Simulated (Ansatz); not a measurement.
The same molecule with X = F, Cl, I. Ansatz, PBE0-D4/def2-TZVP geometries, multiplicity 1.

Elements past krypton have def2 core potentials.

```
 X  molecule  mean X–B bond length / Å  zero-point energy (PBE0-D4/def2-TZVP) / kJ/mol  LUMO energy (PBE/def2-TZVPP) / eV  HOMO energy (ωB97M-V/def2-TZVPP) / eV
Cl    `CBCl`                     1.750                                           130.6                              -2.19                                 -10.72
 I     `CBI`                     2.124                                           128.1                              -2.54                                  -9.52
```

Problem. Give the row for X = F, `CBF`. (An estimate is asked.)

Solution. Computed: 
```tsv
X	molecule	mean X–B bond length / Å	zero-point energy (PBE0-D4/def2-TZVP) / kJ/mol	LUMO energy (PBE/def2-TZVPP) / eV	HOMO energy (ωB97M-V/def2-TZVPP) / eV
F	`CBF`	1.327	134.3	-1.49	-11.33
```

From F to I the mean X–B bond length rises at each step, by 0.797 Å in all; the zero-point energy (PBE0-D4/def2-TZVP) falls at each step, by 6.2 kJ/mol in all; the LUMO energy (PBE/def2-TZVPP) falls at each step, by 1.05 eV in all; the HOMO energy (ωB97M-V/def2-TZVPP) rises at each step, by 1.81 eV in all. Bonds lengthen as the atom grows down the group.

Spin–orbit coupling is left out; it splits and shifts lone-pair levels of the heavy atoms by tenths of an eV.
